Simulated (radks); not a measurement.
All-electron atom: Er12+ in [Kr] 4d10 4f8 5s2 (the NIST ground configuration).

Method: Dirac Kohn-Sham, PBE, spin-unpolarised, spherical densities, finite nucleus; open shells fill j = l - 1/2 first; Fermi nuclear charge, rms radius 5.2516 fm; computed with a radial shooting solver on a logarithmic mesh with Libxc functionals.

Energy parts (eV):
part                      energy
total                 -355219.02
kinetic                392121.80
electron-nucleus      -865452.70
Hartree                125476.34
exchange-correlation    -7364.46

Orbitals (lengths in bohr, moments of r in powers of bohr; <r^-3> diverges for s and p1/2):
\begin{tabular}{lrrrr}
orbital & occ. & eigenvalue (eV) & <r^-3> & <1/r> \\ \hline
1s1/2 & 2 & -57535.29 & - & 77.54 \\
2s1/2 & 2 & -9860.154 & - & 18.65 \\
2p1/2 & 2 & -9404.130 & - & 18.63 \\
2p3/2 & 4 & -8487.212 & 12190 & 16.15 \\
3s1/2 & 2 & -2395.709 & - & 6.827 \\
3p1/2 & 2 & -2195.342 & - & 6.743 \\
3p3/2 & 4 & -2002.703 & 2659 & 6.112 \\
3d3/2 & 4 & -1659.598 & 452.5 & 5.996 \\
3d5/2 & 6 & -1617.504 & 395.6 & 5.842 \\
4s1/2 & 2 & -660.0112 & - & 2.879 \\
4p1/2 & 2 & -579.5002 & - & 2.775 \\
4p3/2 & 4 & -535.0865 & 615.4 & 2.562 \\
4d3/2 & 4 & -401.8788 & 91.59 & 2.361 \\
4d5/2 & 6 & -393.5820 & 78.95 & 2.310 \\
5s1/2 & 2 & -249.4983 & - & 1.271 \\
4f5/2 & 6 & -229.5264 & 14.53 & 1.939 \\
4f7/2 & 2 & -228.0364 & 14.05 & 1.921 \\
5p1/2 & 0 & -221.6920 & - & 1.194 \\
5p3/2 & 0 & -211.6220 & 141.9 & 1.130 \\
6s1/2 & 0 & -133.0360 & - & 0.7158 \\
\end{tabular}

The highest occupied level is 4f7/2 at -228.04 eV. For comparison, the ionisation energy in NIST's Atomic Spectra Database is 268 eV (theoretical). In exact Kohn-Sham theory the highest level is minus the ionisation energy, but local and semilocal functionals leave it too shallow, through self-interaction and a potential that decays too fast; potentials with the right tail come closer. Summed over all electrons, <r^2> = 13.62 bohr^2, which gives a Langevin (diamagnetic) susceptibility term of -10.8 x 10^-6 cm^3/mol. The density falls to 0.001 e/bohr^3 at r = 2.13 bohr.

Beside tabulated values, note that spin-unpolarised runs miss the spin-polarisation part of the exchange energy of open shells.
